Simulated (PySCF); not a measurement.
Isomers of CH8Si3. Gas-phase values, no solvent. One relaxed conformer stands for each flexible species; it need not be the lowest. Strings in code marks are SMILES.

Quantity: vertical ionisation energy (energy after one electron is removed minus that of the parent at the parent's geometry), in eV.

Case: `[SiH2]=C([SiH3])[SiH3]`. Geometry of `[SiH2]=C([SiH3])[SiH3]` (neutral, multiplicity 1, Å):

```xyz
12

Si     1.5492    -0.8860     0.5916
C      0.1468    -0.0840     0.0560
Si    -1.4456    -1.0078    -0.0505
Si     0.2392     1.6977    -0.4102
H      2.8678    -0.2219     0.7072
H      1.5654    -2.3136     0.9853
H     -1.9720    -1.0074    -1.4436
H     -1.2566    -2.4209     0.3814
H     -2.4841    -0.3851     0.8165
H     -0.6752     2.5188     0.4311
H      1.6271     2.2094    -0.2349
H     -0.1619     1.9007    -1.8300
```

### Question
What vertical ionisation energy (energy after one electron is removed minus that of the parent at the parent's geometry) does PBE-D3(BJ)/def2-TZVP // PBE0-D3(BJ)/def2-TZVP (PySCF) give?

### Answer
8.75 eV.
